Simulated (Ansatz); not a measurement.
Mulliken charges of CH3F4NbO, SMILES `C[O][Nb]([F])([F])([F])[F]` from PBE/def2-TZVPP in Ansatz (PBE0-D4/def2-TZVP geometry).

```csv
atom,x (Å),y (Å),z (Å),charge (e)
C1,0.305,-1.723,0.008,-0.131
O2,0.616,-0.348,0.066,-0.381
Nb3,-0.130,1.318,0.005,1.451
F4,-1.845,0.572,-0.218,-0.345
F5,-0.315,2.076,-1.673,-0.313
F6,-0.718,2.018,1.614,-0.313
F7,1.480,2.250,0.219,-0.335
H8,-0.773,-1.850,-0.122,0.124
H9,0.626,-2.196,0.937,0.122
H10,0.837,-2.169,-0.833,0.122
```

Q: By hand: the dipole of these point charges (1 e Å = 4.8032 D).

A: Σ q r = (0.083, -0.724, -0.001) e Å, of length 0.729 e Å = 3.50 D.

Q: How does the dipole of the full density compare? (Estimate.)

A: The calculation gave: (0.108, -0.713, 0.002) e Å, 3.46 D; the point charges give 1.01 times that, at 2° from its direction.

Point charges leave out the atoms' own dipoles, such as those of lone pairs, and Mulliken's split depends on the basis, so the close match here is no proof of good charges.
